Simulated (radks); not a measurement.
The numbers below are computed, except where a source is named.
Sm0.5+, configuration [Xe] 4f6 6s(up 1, down 0.5) (fractional occupations, a model configuration).

Code: a radial shooting solver on a logarithmic mesh with Libxc functionals. Model: scalar-relativistic Kohn-Sham, r2SCAN, spin-polarised, spherical densities, finite nucleus; open shells are filled with parallel spins first (spin-orbit coupling, left out, can overturn this in heavy ions); meta-GGA in the generalised Kohn-Sham scheme; Fermi nuclear charge, rms radius 5.0819 fm.

Energy parts (eV):
part                      energy
total                 -283756.09
kinetic                303297.63
electron-nucleus      -690611.01
Hartree                109979.64
exchange-correlation    -6422.35

Orbitals (lengths in bohr, moments of r in powers of bohr; r(max) is where P^2 peaks):
orbital,occ.,eigenvalue (eV),r(max)
1s up,1,-46747.15,0.01449
1s down,1,-46747.14,0.01449
2s up,1,-7661.258,0.08211
2s down,1,-7661.281,0.08211
2p up,3,-6831.066,0.06636
2p down,3,-6831.073,0.06636
3s up,1,-1688.714,0.2334
3s down,1,-1686.381,0.2333
3p up,3,-1427.773,0.2289
3p down,3,-1425.435,0.2287
3d up,5,-1074.351,0.1880
3d down,5,-1072.524,0.1879
4s up,1,-343.3579,0.5398
4s down,1,-337.3110,0.5394
4p up,3,-257.2302,0.5633
4p down,3,-251.1024,0.5627
4d up,5,-135.9478,0.5882
4d down,5,-129.7038,0.5874
4f up,6,-6.8020,0.6137
4f down,0,-1.3655,0.6175
5s up,1,-48.6356,1.257
5s down,1,-45.3606,1.277
5p up,3,-27.7825,1.424
5p down,3,-25.4304,1.454
6s up,1,-6.3044,3.582
6s down,0.5,-5.3163,3.805

The highest occupied level is 6s down at -5.316 eV. The density falls to 0.001 e/bohr^3 at r = 4.98 bohr. The spin density at the nucleus is 19.49 e/bohr^3 (1s 0.09, 2s -0.22, 3s -12.91, 4s 0.02, 5s 19.22, 6s 13.29).
